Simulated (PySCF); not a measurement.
Compound: C2H7GePSi.
Numbering: `[PH2:1][SiH2:2][C:3]#[C:4][GeH3:5]` (hydrogens: H6, H7 on P1; H8, H9 on Si2; H10, H11, H12 on Ge5)

The calculation used PySCF 2.14.0, PBE0-D3(BJ)/def2-SVP geometry optimisation, gas phase.

What internal coordinates does the optimisation give?

| bond | length (Å) |
| --- | --- |
| P1–Si2 | 2.264 |
| Si2–C3 | 1.833 |
| C3≡C4 | 1.225 |
| C4–Ge5 | 1.903 |
| P1–H6, P1–H7 | 1.429 |
| Si2–H8, Si2–H9 | 1.492 |
| Ge5–H10, Ge5–H11, Ge5–H12 | 1.535 |

Bonds in one row agree within 0.01 Å and their mean is given. A selection of angles:
| angle | degrees |
| --- | --- |
| Si2–P1–H6 | 93.0 |
| H6–P1–H7 | 93.5 |
| P1–Si2–C3 | 112.3 |
| P1–Si2–H8 | 108.3 |
| C3–Si2–H8 | 109.4 |
| H8–Si2–H9 | 109.2 |
| Si2–C3–C4 | 177.7 |
| C3–C4–Ge5 | 179.6 |
| C4–Ge5–H10 | 108.7 |
| H10–Ge5–H11 | 110.3 |

Si2 (SiH2 silicon) is tetrahedral (angles from 108.3° to 112.3°). Ge5 (germanium bonded to C and 3 H) is tetrahedral (angles from 108.6° to 110.3°). The 5 heavy atoms lie in one plane (0.002 Å rms). P1 (three-coordinate phosphorus) is pyramidal (angles 93.5°, 93.0° and 93.0°, sum 279.5°, 0.87 Å off the plane of its three neighbours).

Point group: near Cs, missed by 0.40 Å at most; the miss may be what the optimiser left on a soft mode. No PBE0-D3(BJ)/def2-SVP frequencies stand behind this structure, so it isn't proved a minimum. One conformer, not necessarily the lowest (H–P1–Si2–C3 -47° and 47°).
